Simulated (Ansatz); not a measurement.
Ligand exchange: CH3F + GeH2(GeH3)(OH) → HOF + GeH2(CH3)(GeH3)

Gas-phase species: CH3F (fluoromethane) `CF`, singlet; GeH2(GeH3)(OH), singlet; HOF (hypofluorous acid) `OF`, singlet; GeH2(CH3)(GeH3), singlet. The partners trade CH3 for OH: F–CH3 and Ge–OH bonds give way to F–OH and Ge–CH3.

Shapes, held fixed at every level: PBE0-D4/def2-TZVP. Flexible molecules stand in one conformer, not always the lowest. Programs: Ansatz 0.2.0. The zero-point and thermal change to 298 K, harmonic and unscaled (PBE0-D4/def2-TZVP), is -4.9 kJ/mol.

| level | kind | ΔH(298 K) (kJ/mol) | less CCSD(T)/def2-TZVPP |
| --- | --- | --- | --- |
| HF/def2-SVP | Hartree–Fock | +387.5 | +42.7 |
| SPW92/def2-TZVPP | LDA | +334.8 | -10.0 |
| r2SCAN0-D4/def2-TZVPP | global hybrid | +353.4 | +8.6 |
| wB97X-V/def2-TZVPP | range-separated hybrid | +344.5 | -0.3 |
| MP2/def2-TZVPP | perturbation theory | +362.9 | +18.1 |
| CCSD(T)/def2-SVP | coupled cluster or CI | +337.4 | -7.4 |
| CCSD/def2-SVP | coupled cluster or CI | +345.1 | +0.3 |
| CCSD(T)/def2-TZVPP | coupled cluster or CI | +344.8 | 0.0 |

The highest level, CCSD(T)/def2-TZVPP, gives ΔH(298 K) = +344.8 kJ/mol; the levels span +334.8 to +387.5. The column of differences is taken from that level and isn't an error. No measured value is set beside it here. Relativity is left out for Ge. Outer-core shells of Ge are correlated, in sets that cover them unevenly.
